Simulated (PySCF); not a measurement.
C5H10N (SMILES [CH]=NC(C)(C)C), doublet, at a GFN2-xTB geometry; O3LYP/STO-3G run with PySCF.

Here is a job for PySCF.
```python
from pyscf import gto, scf, dft

mol = gto.M(
    atom='''
C     0.454427    1.883593    0.885180
N     0.768514    0.831751    0.329720
C    -0.056209   -0.255693   -0.120751
C     0.424856   -1.513752    0.611283
C     0.183736   -0.403433   -1.627605
C    -1.544270   -0.012277    0.160224
H     1.199654    2.612975    1.166640
H     0.265635   -1.409425    1.682180
H    -0.121394   -2.384265    0.257821
H     1.486347   -1.667790    0.433338
H    -0.365839   -1.258631   -2.011949
H    -0.147110    0.491203   -2.150314
H     1.243041   -0.547403   -1.825851
H    -1.705504    0.111844    1.228356
H    -1.874938    0.892059   -0.344896
H    -2.134721   -0.853451   -0.193346
''',
    basis='sto-3g',
    charge=0,
    spin=1,
    verbose=4,
)

mf = dft.UKS(mol)
mf.xc = 'o3lyp'
mf.kernel()
```

The log (banner, timings and long lists left out):

```
PySCF version 2.14.0

[INPUT] verbose = 4
[INPUT] num. atoms = 16
[INPUT] num. electrons = 47
[INPUT] charge = 0
[INPUT] spin (= nelec alpha-beta = 2S) = 1
[INPUT] symmetry False subgroup None
[INPUT] Mole.unit = angstrom
[INPUT] Symbol           X                Y                Z      unit          X                Y                Z       unit  Magmom
[INPUT]  1 C      0.454427000000   1.883593000000   0.885180000000 AA    0.858742573608   3.559474900148   1.672747770943 Bohr   0.0
[INPUT]  2 N      0.768514000000   0.831751000000   0.329720000000 AA    1.452280982894   1.571781593833   0.623080497792 Bohr   0.0
[INPUT]  3 C     -0.056209000000  -0.255693000000  -0.120751000000 AA   -0.106219615736  -0.483189741968  -0.228186319267 Bohr   0.0
[INPUT]  4 C      0.424856000000  -1.513752000000   0.611283000000 AA    0.802861482378  -2.860576700513   1.155157454603 Bohr   0.0
[INPUT]  5 C      0.183736000000  -0.403433000000  -1.627605000000 AA    0.347210719223  -0.762377879612  -3.075727688973 Bohr   0.0
[INPUT]  6 C     -1.544270000000  -0.012277000000   0.160224000000 AA   -2.918247362382  -0.023200167631   0.302779478582 Bohr   0.0
[INPUT]  7 H      1.199654000000   2.612975000000   1.166640000000 AA    2.267017504239   4.937807120335   2.204630085963 Bohr   0.0
[INPUT]  8 H      0.265635000000  -1.409425000000   1.682180000000 AA    0.501977399099  -2.663427243115   3.178859492221 Bohr   0.0
[INPUT]  9 H     -0.121394000000  -2.384265000000   0.257821000000 AA   -0.229401413165  -4.505607858386   0.487211079161 Bohr   0.0
[INPUT] 10 H      1.486347000000  -1.667790000000   0.433338000000 AA    2.808788756069  -3.151666333288   0.818890139367 Bohr   0.0
[INPUT] 11 H     -0.365839000000  -1.258631000000  -2.011949000000 AA   -0.691335515685  -2.378467881887  -3.802032586593 Bohr   0.0
[INPUT] 12 H     -0.147110000000   0.491203000000  -2.150314000000 AA   -0.277997610185   0.928239141565  -4.063504541818 Bohr   0.0
[INPUT] 13 H      1.243041000000  -0.547403000000  -1.825851000000 AA    2.349007051605  -1.034441749765  -3.450358334263 Bohr   0.0
[INPUT] 14 H     -1.705504000000   0.111844000000   1.228356000000 AA   -3.222935464350   0.211354528676   2.321256423466 Bohr   0.0
[INPUT] 15 H     -1.874938000000   0.892059000000  -0.344896000000 AA   -3.543119320540   1.685747196953  -0.651758981458 Bohr   0.0
[INPUT] 16 H     -2.134721000000  -0.853451000000  -0.193346000000 AA   -4.034038042358  -1.612788650736  -0.365370987280 Bohr   0.0

nuclear repulsion = 241.609593742399
number of shells = 28
number of NR pGTOs = 120
number of NR cGTOs = 40
basis = sto-3g
ecp = {}

******** <class 'pyscf.dft.uks.UKS'> ********
method = UKS
initial guess = minao
damping factor = 0
level_shift factor = 0
DIIS = <class 'pyscf.scf.diis.CDIIS'>
diis_start_cycle = 1
diis_space = 8
diis_damp = 0
SCF conv_tol = 1e-09
SCF conv_tol_grad = None
SCF max_cycles = 50
direct_scf = True
direct_scf_tol = 1e-13
number electrons alpha = 24  beta = 23
XC library pyscf.dft.libxc version 7.1.2
    S. Lehtola, C. Steigemann, M. J. T. Oliveira, and M. A. L. Marques,  SoftwareX 7, 1–5 (2018)
XC functionals = o3lyp
    W.-M. Hoe, A. J. Cohen, and N. C. Handy,  Chem. Phys. Lett. 341, 319–328 (2001)
    A. J. Cohen and N. C. Handy,  Mol. Phys. 99, 607 (2001)
radial grids:
    Treutler-Ahlrichs [JCP 102, 346 (1995); DOI:10.1063/1.469408] (M4) radial grids

becke partition: Becke, JCP 88, 2547 (1988); DOI:10.1063/1.454033
pruning grids: <function nwchem_prune>
grids dens level: 3
symmetrized grids: False
atomic radii adjust function: <function treutler_atomic_radii_adjust>
small_rho_cutoff = 0
Set gradient conv threshold to 3.16228e-05
tot grids = 182576
init E= -248.615083139166

cycle= 1 E= -248.071776276708  delta_E= 0.543  |g|= 0.204  |ddm|=  3.5
cycle= 2 E= -248.02700064736  delta_E= 0.0448  |g|= 0.355  |ddm|= 0.615
cycle= 3 E= -248.091151749339  delta_E= -0.0642  |g|= 0.115  |ddm|= 0.474
cycle= 4 E= -248.098861907332  delta_E= -0.00771  |g|= 0.00963  |ddm|= 0.135
cycle= 5 E= -248.09893168748  delta_E= -6.98e-05  |g|= 0.00298  |ddm|= 0.0188
cycle= 6 E= -248.098942997659  delta_E= -1.13e-05  |g|= 0.00112  |ddm|= 0.007
cycle= 7 E= -248.098946023217  delta_E= -3.03e-06  |g|= 0.000658  |ddm|= 0.00404
cycle= 8 E= -248.098947061314  delta_E= -1.04e-06  |g|= 0.000181  |ddm|= 0.00277
cycle= 9 E= -248.09894716874  delta_E= -1.07e-07  |g|= 2.67e-05  |ddm|= 0.00112
cycle= 10 E= -248.098947169996  delta_E= -1.26e-09  |g|= 7.73e-06  |ddm|= 0.000103
cycle= 11 E= -248.098947170048  delta_E= -5.26e-11  |g|= 3.55e-06  |ddm|= 1.82e-05
Extra cycle  E= -248.098947170042  delta_E= 6.37e-12  |g|= 5.33e-06  |ddm|= 1.05e-05
converged SCF energy = -248.098947170042  <S^2> = 0.7517413  2S+1 = 2.0017405
```
